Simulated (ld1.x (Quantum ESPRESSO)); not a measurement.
**Before and after: TM potential for Ce (Z = 58)**

ld1.x (Quantum ESPRESSO) 7.5 input, shortened:

```
&input
   title='Ce', zed=58., rel=1, dft='PBE', iswitch=3,
   config='[Xe] 4f1 5d1 6s1.5 6p0.5'
 /
 &inputp
   pseudotype=2, tm=.true., lloc=-1, rcloc=3.55,
   nlcc=.false.
 /
4
6S  1  0   1.50   0.00  2.70  2.70  0.0
6P  2  1   0.50   0.00  4.20  4.20  0.0
5D  3  2   1.00   0.00  2.30  2.30  0.0
4F  4  3   1.00   0.00  1.35  1.35  0.0
 &test
   configts(1)='4f1 5d1 6s1.5 6p0.5'
 /
```

All-electron outer shells of the reference configuration (PBE, scalar-relativistic, ld1.x):

| shell | level (eV) | outermost node (bohr) | outermost maximum (bohr) |
| --- | --- | --- | --- |
| 5s | -41.17 | 0.75 | 1.37 |
| 5p | -23.80 | 0.81 | 1.55 |
| 4f | -5.96 | – | 0.71 |
| 6s | -4.07 | 1.81 | 3.72 |
| 5d | -3.52 | 0.92 | 2.15 |
| 6p | -1.62 | 2.15 | 4.84 |

Change: all radii scaled by about 1.31 (s 3.54, p 5.52, d 3.02, f 1.78 bohr); local potential all-electron potential smoothed inside 4.66 bohr (lloc = -1).

Cutoffs: the cutoffs (Ry, on a coarse ladder) from which the occupation-weighted sum of valence levels, in a spherical-Bessel basis at the reference potential, stays within 10 and 1 mRy of its value at 400 Ry; they do not see the model core or the augmentation charge, which bear on the density cutoff. Errors are all-electron minus pseudo energies relative to the spin-unpolarised reference configuration.

**Question.** How do hardness, ghosts and transferability respond?

**Answer.** The potential gets softer (160 Ry and 200 Ry → 110 Ry and 140 Ry); the bound ghost in s disappears; of the 6 tests that both files solve, the error grows in 1 and shrinks in 4 by more than 15 % and 0.3 meV (median size 13.2 → 10.3 meV). A larger radius leaves more room for a smooth pseudo-wave, so fewer plane waves are needed.

```tsv
quantity	base	changed
cutoff, loose	160 Ry	110 Ry
cutoff, tight	200 Ry	140 Ry
loose cutoff by channel (10 mRy a level)	s 8 Ry, p 6 Ry, d 10 Ry, f 160 Ry	s 6 Ry, p 6 Ry, d 10 Ry, f 110 Ry
bound ghosts	s	none
tests counted (converged, no solver errors)	6 of 7	6 of 7
error for 4f1 5d1 6s2 6p0, meV [ΔE -1.21 eV]	+2.3	+0.7
error for 4f1 5d1 6s1 6p0, meV [ΔE 4.86 eV]	+13	-3.5
error for 4f1 5d1 6s0 6p0, meV [ΔE 15.94 eV]	+186	+154
error for 4f1 5d0 6s2 6p0, meV [ΔE 5.19 eV]	+383	+94
error for 4f1 5d1 6s1.5 6p0, meV [ΔE 1.23 eV]	-1.1	-1.4
error for 4f1 5d1 6s0 6p2, meV [ΔE 3.79 eV]	+14	+17
```

Base: Tests not counted: 4f2 5d0 6s2 6p0 (solver errors, printed error -73.9 eV). Changed file: Tests not counted: 4f2 5d0 6s2 6p0 (solver errors, printed error -73.3 eV). A true bound ghost makes a file unfit for plane-wave use even where its test errors are small: the radial tests pick states by their node count and pass the ghost by. Where a test does run into it, the solver fails or the error is huge.
